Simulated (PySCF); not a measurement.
Relaxation of triplet [AgO2]-

Level of theory: PySCF, UB3LYP, basis Ag def2-SVPD with ECP28, O def2-SVPD (scalar-relativistic core potentials, no spin–orbit coupling, density fitting). A (50,194) grid was used.

A hand-made bent start, of C2v symmetry, held to at least that symmetry:

Coordinates in bohr (charge -1 multiplicity 3):
```
Ag    0.0000    0.0000   -0.4893
O     3.0340    0.0000    1.6351
O    -3.0340    0.0000    1.6351
```

**Question.** What forces act on the atoms at the start (eV/Å)?

**Answer.** 
| atom | Fx | Fy | Fz |
| --- | --- | --- | --- |
| Ag1 | 0.00 | 0.00 | 0.11 |
| O2 | 1.43 | 0.00 | -0.05 |
| O3 | -1.43 | 0.00 | -0.05 |

**Question.** What does it relax to?

**Answer.** It ends at D∞h with Ag–O 1.983 Å (×2); O–Ag–O 180.0°. A frequency run shows a minimum.

**Question.** How much energy is released, and in how many steps?

**Answer.** 123.5 kJ/mol in 8 steps.

With open d or f shells other occupations or spin states may lie lower.

The relaxation took about 3 core-minutes on a shared host.
